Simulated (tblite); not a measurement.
Compound: C₅H₉O₃ (doublet state).
Z-matrix (Å and degrees, GFN2-xTB geometry), rows numbered from 1:
```
O 
C   1  1.2720
O   2  1.4250  1  119.48
C   3  1.3994  2  116.36  1     1.00
C   4  1.5439  3  112.52  2   -92.15
C   5  1.5342  4  116.57  3    86.51
C   6  1.5303  5   84.61  4   111.20
O   5  1.4236  4  111.31  3  -170.48
H   2  1.1271  1  113.64  3   122.37
H   2  1.1266  1  113.25  3  -123.02
H   4  1.0933  3  106.98  2   149.65
H   4  1.0971  3  109.98  2    29.53
H   5  1.0964  4  108.33  3   -47.20
H   6  1.0859  5  114.97  4    -5.08
H   6  1.0868  5  114.32  4  -134.14
H   7  1.0926  6  116.32  5   118.09
H   7  1.0932  6  115.61  5  -111.17
```

The geometry is computed with GFN2-xTB (gas phase). This method treats the open shell by occupation alone, without spin polarisation.

Masses are those of the commonest isotopes; rigid-rotor values at the optimised geometry. The values belong to one conformer with, in the numbering `[O:1][CH2:2][O:3][CH2:4][C@H:5]1[CH2:6][CH2:7][O:8]1`, O1–C2–O3–C4 1°, C2–O3–C4–C5 -92°, O3–C4–C5–C6 87°.

(1) Give the principal moments of inertia and the rotational constants in cm⁻¹.

(2) Classify the top.

(3) Is it planar, by Δ = Ic − Ia − Ib?

(4) Give the other two planar moments, Paa and Pbb, and the rms extents of the mass along the axes.

(5) Give the coordinates in the principal-axis frame, origin at the centre of mass.

(6) Estimate the classical rotational partition function at 10 K, 25 K and 298.15 K.

## Answers

(1) Ia = 116.04, Ib = 384.35, Ic = 451.22 u·Å²; 505379 MHz·u·Å²/I gives 4355, 1315 and 1120 MHz, that is A = 0.14527, B = 0.04386, C = 0.03736 cm⁻¹.

(2) An asymmetric top. Ray's parameter κ = (2B − A − C)/(A − C) = -0.880; −1 is the prolate and +1 the oblate limit.

(3) Not planar: Δ = Ic − Ia − Ib = -49.17 u·Å². For a rigid frame Δ = −2 Σ m c², so Σ m c² = 24.59 u·Å² lies off the ab plane: 10.12 from hydrogen and 14.46 from heavier atoms. The atom farthest from that plane is 1.57 Å away.

(4) Paa = Σ m a² = (Ib + Ic − Ia)/2 = 359.76 and Pbb = Σ m b² = (Ia + Ic − Ib)/2 = 91.46 u·Å². With the mass M = 117.06 u, the rms extents √(P/M) along a, b and c are 1.75, 0.88, 0.46 Å.

(5) The sense of each axis is arbitrary; atoms in the order of the calculation.
| atom | mass (u) | a (Å) | b (Å) | c (Å) |
| --- | --- | --- | --- | --- |
| O1 | 15.995 | 1.909 | -1.199 | 0.438 |
| C2 | 12.000 | 2.332 | -0.180 | -0.194 |
| O3 | 15.995 | 1.534 | 1.000 | -0.236 |
| C4 | 12.000 | 0.320 | 0.955 | 0.458 |
| C5 | 12.000 | -0.855 | 0.503 | -0.435 |
| C6 | 12.000 | -1.083 | -1.009 | -0.558 |
| C7 | 12.000 | -2.358 | -0.736 | 0.242 |
| O8 | 15.995 | -2.104 | 0.673 | 0.227 |
| H9 | 1.008 | 3.330 | 0.196 | 0.171 |
| H10 | 1.008 | 2.562 | -0.391 | -1.276 |
| H11 | 1.008 | 0.109 | 1.972 | 0.799 |
| H12 | 1.008 | 0.402 | 0.271 | 1.312 |
| H13 | 1.008 | -0.812 | 1.069 | -1.374 |
| H14 | 1.008 | -0.335 | -1.626 | -0.068 |
| H15 | 1.008 | -1.250 | -1.356 | -1.574 |
| H16 | 1.008 | -3.302 | -0.974 | -0.255 |
| H17 | 1.008 | -2.371 | -1.132 | 1.261 |

(6) Point group C1, symmetry number σ = 1; q = (√π/σ)·√((kT/h)³/(ABC)), k/h = 20836.6 MHz/K: 2110 at 10 K, 8320 at 25 K, 343000 at 298.15 K.

For this open shell read J as N, the rotation without spin; fine and hyperfine splittings come on top. Its GFN2-xTB frequencies are all real (lowest 50 cm⁻¹). Zero-point vibration and centrifugal distortion are left out.

On one thread of an Arm Neoverse V2, no GPU, shared host, this took 0.7 s of wall time. This is the geometry optimisation.
